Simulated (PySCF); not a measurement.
Correlation energy of Cl²⁺ (chlorine, charge +2)

[Ne] 3s2 3p3, high-spin 4S determinant. All numbers are calculated (PySCF 2.14, the non-relativistic Hamiltonian (point nucleus), in def2-QZVPPD (10s7p5d2f1g, 79 functions)). Frozen: [Ne]; 5 electrons correlated.

MP2 pair energies summed by pair of shells (mhartree):

```
 pair  energy  share (%)
3s-3p  -69.26       66.9
3p-3p  -23.17       22.4
3s-3s  -11.15       10.8
```

Total MP2 correlation energy: -103.58 mhartree.

Same-spin part -27.06 and opposite-spin part -76.52 mhartree; SCS-MP2 scales them by 1/3 and 6/5 to -100.84 mhartree.
